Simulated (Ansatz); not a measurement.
Frontier orbitals of C₃H₂F₄ (`FC(F)=CC(F)F`).

```xyz
9

F    -0.4286   -0.5616   -1.9338
C     0.2073   -1.0111   -0.8798
F     0.7324   -2.1798   -1.1371
C     0.3083   -0.3841    0.2758
C    -0.3067    0.9405    0.5159
F     0.6478    1.8423    0.8709
F    -1.1769    0.8703    1.5591
H     0.8602   -0.8530    1.0785
H    -0.8439    1.3365   -0.3494
```

Total charge 0; spin multiplicity 1. All single points use the PBE0-D4/def2-TZVP geometry. It is one conformer, not always the lowest. Basis def2-TZVPP, the Gaussian-basis code of Ansatz.

Orbital energies of one run (eV). Highest occupied ones, from the top: -10.74, -12.71, -14.19, -14.51, -14.92, -15.30, -15.73, -16.15, -16.71, -18.08, -18.18, -18.56, -19.34, -19.89. Empty: 2.12, 3.70, 3.91, 4.70, 5.50, 5.56.

(1) Which functional gave them?
A. PBE
B. ωB97X-V
C. r2SCAN
D. r2SCANh

Answers

(1) B. HOMO energies: ωB97X-V -10.74, r2SCANh -7.78, r2SCAN -7.27, PBE -6.98 eV.
